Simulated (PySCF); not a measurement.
**Stationary points of [Au3S]+**

Method: PySCF, PBE0, basis S def2-SVP, Au def2-SVP with ECP60 (scalar-relativistic core potentials, no spin–orbit coupling, density fitting).

Relaxations began from a few typed shapes. The search is not exhaustive: other isomers or separated fragments can lie lower, and high-lying points may rest on an excited occupation.

Question: Which is the lowest minimum found?
A. singlet D3h: S–Au 2.282 Å (×3); Au–S–Au 120.0° (×3)
B. singlet C2v: Au–Au 2.762 Å (×2), S–Au 2.344 Å, S–Au 2.393 Å (×2); Au–Au–Au 110.3°, Au–Au–S 53.5° (×2), Au–Au–S 55.2° (×2), Au–S–Au 71.3° (×2), Au–S–Au 142.6°
C. singlet C3v: S–Au 2.293 Å (×3); Au–S–Au 98.1° (×3)

Answer: C. The others lie at 62.8 (singlet D3h, a saddle point), 69.0 (singlet C2v, a saddle point) kJ/mol above it.

For the lowest minimum: no spin–orbit coupling is included, which matters more the heavier the element.
